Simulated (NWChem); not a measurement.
Correlation energy of Ge (+1)

```
Ge
```
Charge +1, spin multiplicity 2.

All runs are NWChem calculations.

Basis set: def2-SVP. Each correlation energy counts from its own Hartree-Fock reference.

The Hamiltonian is non-relativistic. The correlated methods keep 9 core orbitals frozen. The stability of the SCF solutions was not checked. Open-shell Hartree-Fock references start from PBE0 orbitals. Coupled-cluster values serve here as a point of comparison, not as the truth.

Problem. One of these methods gave a correlation energy of -149.8 mHa. Which?
A. CCSD[T] on ROHF
B. CCSD on ROHF
C. CCSD on UHF
D. SCS-UMP2

Solution. D, SCS-UMP2. The others give -169.2 (CCSD on ROHF), -165.6 (CCSD on UHF), -173.9 (CCSD[T] on ROHF).
